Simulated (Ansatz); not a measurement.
Species: sum formula H$_{6}$Si$_{3}$O$_{2}$Cl$_{2}$, charge 0, multiplicity 1. 
Geometry from a B3LYP-D3(BJ)/def2-TZVP (Ansatz, an electronic-structure program) optimisation:
SMILES: O([Si](Cl)(O[SiH3])Cl)[SiH3]
```xyz
13

Si     2.8412     0.9557     0.7689
O      1.2214     0.6463     0.7185
Si     0.0065    -0.0405    -0.0695
Cl    -0.1541     0.7723    -1.9418
Cl     0.3579    -2.0472    -0.2740
O     -1.3553     0.1927     0.7426
Si    -2.9864    -0.0473     0.8079
H      3.2403     1.6888    -0.4510
H      3.0946     1.7784     1.9677
H      3.5825    -0.3201     0.8555
H     -3.4725     0.5733     2.0557
H     -3.6241     0.5885    -0.3641
H     -3.2704    -1.4978     0.8113
```
Charge 0, spin multiplicity 1.

Computed values are from Ansatz. Cores are frozen in the correlated levels unless marked. Open shells are spin-unrestricted. No spin-orbit coupling. Non-relativistic. CBS(X,Y): correlation extrapolated as X^-3; Hartree-Fock from the larger set.

What is the atomisation energy De at CCSD(T)/CBS(cc-pV(T+d)Z,cc-pV(Q+d)Z)?

4695.2 kJ/mol.

What is the total energy at CCSD(T)/CBS(cc-pV(T+d)Z,cc-pV(Q+d)Z)?

-1941.0286 Eh.

What is the dipole moment at CCSD(T)/aug-cc-pV(D+d)Z?

0.93 D.

What is the T1 diagnostic at CCSD/cc-pV(Q+d)Z?

0.010.
